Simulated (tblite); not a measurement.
Input of a run (GFN2-xTB geometry optimisation, gas phase (tblite 0.8.0)), started from a force field or distance geometry:
```
{"job": {"kind": "relax", "xc": "GFN2-xTB", "basis": "xTB"}, "charge": 0, "multiplicity": 2}
O      2.463600     1.242700    -0.463900
C      2.048500     0.547400     0.637900
Si     0.448500    -0.248200     0.848200
O     -0.493500     0.006300    -0.512500
Si    -2.009500    -0.401300    -1.026000
H      1.759500     1.277800    -1.155900
H      2.817100     0.509500     1.406900
H     -0.254700     0.325800     2.025300
H      0.612700    -1.704200     1.057000
H     -2.216600     0.159600    -2.386400
H     -2.149000    -1.876600    -1.084200
H     -3.025500     0.160500    -0.107800
```

Output (eV, eV/Å):
```
step      E/eV     max force
  0    -471.54356    1.690
  1    -471.60205    0.622
  2    -471.62314    0.401
  3    -471.64741    0.352
  4    -471.65376    0.295
  5    -471.66408    0.260
  6    -471.66975    0.267
  7    -471.68017    0.340
  8    -471.68748    0.234
  9    -471.69236    0.183
 10    -471.69528    0.143
 11    -471.69803    0.151
 12    -471.70046    0.164
 13    -471.70270    0.154
 14    -471.70507    0.162
 15    -471.70780    0.156
 16    -471.71050    0.162
 17    -471.71276    0.131
 18    -471.71502    0.137
 19    -471.71814    0.185
 20    -471.72233    0.293
 21    -471.72697    0.323
 22    -471.73156    0.239
 23    -471.73610    0.182
 24    -471.74121    0.269
 25    -471.74670    0.240
 26    -471.75100    0.177
 27    -471.75467    0.194
 28    -471.75835    0.156
 29    -471.76072    0.153
 30    -471.76206    0.101
 31    -471.76287    0.077
 32    -471.76352    0.098
 33    -471.76418    0.079
 34    -471.76490    0.042
 35    -471.76528    0.047
 36    -471.76584    0.068
 37    -471.76646    0.077
 38    -471.76741    0.091
 39    -471.76879    0.116
 40    -471.77069    0.110
 41    -471.77247    0.112
 42    -471.77371    0.089
 43    -471.77433    0.051
 44    -471.77458    0.031
 45    -471.77476    0.041
 46    -471.77493    0.040
 47    -471.77506    0.031
 48    -471.77515    0.018
 49    -471.77521    0.013
 50    -471.77523    0.012
 51    -471.77525    0.009
```

Task: Summarise the run.

Result: The energy falls by 5.3 kcal/mol over 51 L-BFGS steps, the largest force on an atom goes from 1.69 to 0.009 eV/Å, and the atoms move by 0.381 Å rms after alignment. The bond that changes most is C2–Si3 (ends: carbon bonded to O, Si and H; silicon bonded to C, O and 2 H), which lengthens by 0.048 Å. Bonds longer at the end by more than 0.005 Å: 1 of 11; shorter: 10. Among the angles that change most is Si3–O4–Si5, from 137.0° to 155.4°. The energy never rose by more than 1e-5 eV on the way. The first step brought 25 % of the lowering.

Task: What are the final bond lengths?

Result: O1–C2 1.354 Å, C2–Si3 1.847 Å, Si3–O4 1.638 Å, O4–Si5 1.617 Å, O1–H6 0.968 Å, C2–H7 1.078 Å, Si3–H8 1.466 Å, Si3–H9 1.466 Å, Si5–H10 1.463 Å, Si5–H11 1.461 Å, Si5–H12 1.461 Å. Numbering counts from 1 in the input's order; the species is `[SiH3]O[SiH2][CH]O` [radical].

Its lowest GFN2-xTB frequency is 20i cm⁻¹, too small to tell a flat minimum from a shallow saddle.

Shape of the structure used: `[OH:1][CH:2][SiH2:3][O:4][SiH3:5]`: O1–C2–Si3–O4 0°, C2–Si3–O4–Si5 180°, H–O1–C2–Si3 0°.

One conformer stands for the species.

All values are computed, not measured.
